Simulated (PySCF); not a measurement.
C₂BrCl₂F, SMILES F/C(Cl)=C(/Cl)Br. Heavy atoms are numbered as in [F:1]/[C:2]([Cl:3])=[C:4](/[Cl:5])[Br:6].

Coordinates come from a PBE0-D3(BJ)/def2-SVP optimisation. The structure was generated by enumeration; whether it is a known compound was not checked.

Computed with PySCF with HF/def2-TZVP.

ESP charges are fitted to the potential on shells at 1.4 to 2.0 van der Waals radii. Atomic charges (e), one atom of each kind:

```tsv
atom	Löwdin	ESP fit
F1	0.19	-0.15
C2	-0.65	0.31
Cl3	0.45	(withheld)
C4	-0.79	(withheld)
Cl5	0.42	(withheld)
Br6	0.38	0.03
```

### Question
Complete the blanks. (The exact figures need the calculation; the answer reports its results.)

### Answer

- Cl3, ESP fit: -0.03
- C4, ESP fit: -0.16
- Cl5, ESP fit: 0.00

### Question
Give the Mayer and Wiberg (Löwdin basis) orders of the bonds. (Estimate from the structure and the level; the computed values follow.)

### Answer

```tsv
bond	Mayer	Wiberg
F1–C2	1.03	1.77
C2–Cl3	1.18	1.76
C2–C4	1.83	2.01
C4–Cl5	1.11	1.73
C4–Br6	1.10	1.63
```
